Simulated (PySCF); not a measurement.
**Radial density of Bi²⁺ (bismuth, charge +2)**

BLYP, [Xe] 4f14 5d10 6s2 6p1, 2P determinant. All numbers are calculated (PySCF 2.14, the spin-free X2C one-electron Hamiltonian (Gaussian nucleus), in aug-cc-pwCVTZ-DK3 (11s10p8d5f1g, 125 functions)).

```json
{"r (bohr)": "0.0150", "4πr²ρ (e/bohr)": "108.4", "4πr²(ρα − ρβ)": "0.0043"}
{"r (bohr)": "0.0252", "4πr²ρ (e/bohr)": "108.6", "4πr²(ρα − ρβ)": "0.0102"}
{"r (bohr)": "0.0424", "4πr²ρ (e/bohr)": "154.4", "4πr²(ρα − ρβ)": "0.0087"}
{"r (bohr)": "0.0714", "4πr²ρ (e/bohr)": "131.6", "4πr²(ρα − ρβ)": "-0.0024"}
{"r (bohr)": "0.120", "4πr²ρ (e/bohr)": "143.5", "4πr²(ρα − ρβ)": "0.0188"}
{"r (bohr)": "0.202", "4πr²ρ (e/bohr)": "99.13", "4πr²(ρα − ρβ)": "-0.0005"}
{"r (bohr)": "0.340", "4πr²ρ (e/bohr)": "100.2", "4πr²(ρα − ρβ)": "0.0335"}
{"r (bohr)": "0.571", "4πr²ρ (e/bohr)": "43.22", "4πr²(ρα − ρβ)": "0.0405"}
{"r (bohr)": "0.961", "4πr²ρ (e/bohr)": "23.24", "4πr²(ρα − ρβ)": "0.0150"}
{"r (bohr)": "1.62", "4πr²ρ (e/bohr)": "7.022", "4πr²(ρα − ρβ)": "0.2550"}
{"r (bohr)": "2.72", "4πr²ρ (e/bohr)": "1.290", "4πr²(ρα − ρβ)": "0.4526"}
{"r (bohr)": "4.57", "4πr²ρ (e/bohr)": "0.06642", "4πr²(ρα − ρβ)": "0.0501"}
{"r (bohr)": "7.69", "4πr²ρ (e/bohr)": "0.0002837", "4πr²(ρα − ρβ)": "0.0003"}
```

Densities and radii are taken from the X2C orbitals without a picture-change correction, which distorts them close to the nucleus.

Spin-orbit coupling, absent here, splits the open shell strongly.

(1) Where is the radial spin density 4πr²(ρα − ρβ) most negative, and why is it negative at all?

Answers

(1) Around r = 0.0714 bohr, down to -0.0024 e/bohr: exchange with the open shell polarises the paired shells in an unrestricted calculation.
